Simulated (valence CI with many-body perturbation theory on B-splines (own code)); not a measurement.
The numbers below are computed, except where a source is named.
Level structure of Sm¹²⁺

Level of theory: relativistic CI+MBPT: four valence electrons over a frozen Dirac-Fock core [Kr] 4d10, a basis of 7 s, 7 p, 7 d, 7 f, 4 g, 2 h functions for each j, with the one-electron correlation potential Σ1, the two-electron term Σ2, the three-electron term Σ3, Breit, model QED; selected CI, second order for the rest, scaled by the run's own slope (own B-spline code, finite nucleus).

No measured spectrum was set against this ion. As an estimate, terms of the open shell hold to a few per cent of their energy, and close levels can change places; configurations with another count of f electrons can be misplaced by thousands of cm⁻¹.

Levels 1 to 45 of 218, with energies above the lowest level, 4f²5s² ³H_4. "Leading %" is the weight of the configuration and term that name the level; weights of strongly mixed levels are sums over their largest components and can fall short. In the jj column 3d3/2^4 stands for four electrons in 3d with j = 3/2.

| No. | Configuration | Term | J | E (eV) | Leading % | Leading jj | g | Second component |
| --- | --- | --- | --- | --- | --- | --- | --- | --- |
| 1 | 4f²5s² | ³H | 4 | 0.000 | 94 | 4f5/2^2 5s^2 (88 %) | 0.807 | 4 % 4f²5s² ¹G |
| 2 | 4f²5s² | ³H | 5 | 0.582 | 98 | 4f5/2 4f7/2 5s^2 (98 %) | 1.032 |  |
| 3 | 4f²5s² | ³F | 2 | 1.076 | 95 | 4f5/2^2 5s^2 (70 %) | 0.676 |  |
| 4 | 4f²5s² | ³H | 6 | 1.167 | 98 | 4f7/2^2 5s^2 (79 %) | 1.165 |  |
| 5 | 4f²5s² | ³F | 3 | 1.469 | 98 | 4f5/2 4f7/2 5s^2 (98 %) | 1.082 |  |
| 6 | 4f²5s² | ³F | 4 | 1.530 | 55 | 4f5/2 4f7/2 5s^2 (88 %) | 1.134 | 40 % 4f²5s² ¹G |
| 7 | 4f²5s² | ¹G | 4 | 2.307 | 54 | 4f7/2^2 5s^2 (95 %) | 1.105 | 43 % 4f²5s² ³F |
| 8 | 4f²5s² | ¹D | 2 | 3.726 | 84 | 4f5/2 4f7/2 5s^2 (45 %) | 1.046 | 11 % 4f²5s² ³P |
| 9 | 4f²5s² | ³P | 0 | 4.521 | 97 | 4f5/2^2 5s^2 (68 %) |  |  |
| 10 | 4f²5s² | ¹I | 6 | 4.611 | 98 | 4f5/2 4f7/2 5s^2 (79 %) | 1.000 |  |
| 11 | 4f²5s² | ³P | 1 | 4.710 | 98 | 4f5/2 4f7/2 5s^2 (98 %) | 1.500 |  |
| 12 | 4f²5s² | ³P | 2 | 5.048 | 87 | 4f7/2^2 5s^2 (67 %) | 1.440 | 11 % 4f²5s² ¹D |
| 13 | 4f³5s | ⁵I° | 4 | 9.429 | 97 | 4f5/2^3 5s (60 %) | 0.604 |  |
| 14 | 4f³5s | ⁵I° | 5 | 9.679 | 97 | 4f5/2^2 4f7/2 5s (63 %) | 0.900 |  |
| 15 | 4f³5s | ⁵I° | 6 | 9.983 | 98 | 4f5/2^2 4f7/2 5s (65 %) | 1.070 |  |
| 16 | 4f³5s | ⁵I° | 7 | 10.323 | 99 | 4f5/2 4f7/2^2 5s (75 %) | 1.177 |  |
| 17 | 4f²5s² | ¹S | 0 | 10.345 | 96 | 4f7/2^2 5s^2 (67 %) |  |  |
| 18 | 4f³5s | ⁵I° | 8 | 10.687 | 99 | 4f7/2^3 5s (51 %) | 1.248 |  |
| 19 | 4f³5s | ³I° | 5 | 11.471 | 90 | 4f5/2^3 5s (46 %) | 0.848 | 4 % 4f³5s ¹H° |
| 20 | 4f³5s | ⁵F° | 1 | 11.734 | 95 | 4f5/2^2 4f7/2 5s (43 %) | 0.021 | 4 % 4f³5s ³D° |
| 21 | 4f³5s | ⁵F° | 2 | 11.854 | 96 | 4f5/2^2 4f7/2 5s (56 %) | 1.006 |  |
| 22 | 4f³5s | ³I° | 6 | 12.010 | 94 | 4f5/2 4f7/2^2 5s (51 %) | 1.026 |  |
| 23 | 4f³5s | ⁵F° | 3 | 12.020 | 97 | 4f5/2^2 4f7/2 5s (64 %) | 1.245 |  |
| 24 | 4f³5s | ⁵S° | 2 | 12.162 | 95 | 4f5/2^2 4f7/2 5s (51 %) | 1.976 | 4 % 4f³5s ³P° |
| 25 | 4f³5s | ⁵F° | 4 | 12.172 | 84 | 4f5/2^2 4f7/2 5s (52 %) | 1.286 | 8 % 4f³5s ³G° |
| 26 | 4f³5s | ⁵F° | 5 | 12.266 | 65 | 4f5/2^2 4f7/2 5s (58 %) | 1.299 | 17 % 4f³5s ³G° |
| 27 | 4f³5s | ³H° | 4 | 12.418 | 75 | 4f5/2 4f7/2^2 5s (41 %) | 0.885 | 11 % 4f³5s ⁵F° |
| 28 | 4f³5s | ³I° | 7 | 12.543 | 96 | 4f5/2 4f7/2^2 5s (51 %) | 1.138 |  |
| 29 | 4f³5s | ³H° | 5 | 12.654 | 59 | 4f5/2 4f7/2^2 5s (70 %) | 1.135 | 26 % 4f³5s ⁵F° |
| 30 | 4f³5s | ⁵G° | 2 | 12.887 | 98 | 4f5/2^2 4f7/2 5s (41 %) | 0.336 |  |
| 31 | 4f³5s | ⁵G° | 3 | 12.975 | 82 | 4f5/2^2 4f7/2 5s (76 %) | 0.890 | 16 % 4f³5s ³G° |
| 32 | 4f³5s | ³H° | 6 | 12.994 | 84 | 4f5/2 4f7/2^2 5s (74 %) | 1.181 | 12 % 4f³5s ⁵G° |
| 33 | 4f³5s | ⁵G° | 4 | 13.188 | 79 | 4f5/2^2 4f7/2 5s (66 %) | 1.115 | 11 % 4f³5s ³G° |
| 34 | 4f³5s | ³G° | 3 | 13.352 | 75 | 4f5/2^2 4f7/2 5s (61 %) | 0.804 | 16 % 4f³5s ⁵G° |
| 35 | 4f³5s | ⁵G° | 5 | 13.503 | 80 | 4f5/2 4f7/2^2 5s (69 %) | 1.232 | 13 % 4f³5s ³H° |
| 36 | 4f³5s | ³G° | 4 | 13.633 | 71 | 4f5/2 4f7/2^2 5s (63 %) | 1.070 | 16 % 4f³5s ⁵G° |
| 37 | 4f³5s | ³F° | 2 | 13.645 | 78 | 4f5/2^2 4f7/2 5s (42 %) | 0.777 | 8 % 4f³5s ³D° |
| 38 | 4f³5s | ³K° | 6 | 13.651 | 97 | 4f5/2^2 4f7/2 5s (63 %) | 0.860 |  |
| 39 | 4f³5s | ¹H° | 5 | 13.679 | 48 | 4f5/2 4f7/2^2 5s (55 %) | 1.093 | 25 % 4f³5s ³G° |
| 40 | 4f³5s | ³K° | 7 | 13.797 | 92 | 4f5/2^2 4f7/2 5s (63 %) | 1.017 | 5 % 4f³5s ¹K° |
| 41 | 4f³5s | ⁵G° | 6 | 13.846 | 86 | 4f7/2^3 5s (50 %) | 1.310 | 14 % 4f³5s ³H° |
| 42 | 4f³5s | ³S° | 1 | 13.854 | 49 | 4f5/2^2 4f7/2 5s (60 %) | 1.522 | 24 % 4f³5s ³P° |
| 43 | 4f³5s | ³F° | 3 | 14.050 | 80 | 4f5/2 4f7/2^2 5s (60 %) | 1.085 | 10 % 4f³5s ³D° |
| 44 | 4f³5s | ³K° | 8 | 14.071 | 94 | 4f5/2^2 4f7/2 5s (45 %) | 1.121 |  |
| 45 | 4f³5s | ³F° | 4 | 14.081 | 55 | 4f5/2^2 4f7/2 5s (51 %) | 1.135 | 40 % 4f³5s ¹G° |

Names give the largest LS component (configuration and term), which can be under half, so a name can repeat, a term be missing and a line seem to break the LS rules; names also repeat where a configuration has a term twice.

Where two levels of one J and parity lie close, their mixing, g and order are uncertain.

The ionisation energy to 4f5s² ²F°5/2 of the next ion comes out as 229.08 eV (NIST: 237 ± 12 eV (theoretical)). All 218 levels together are meant to be complete up to 30.069 eV.
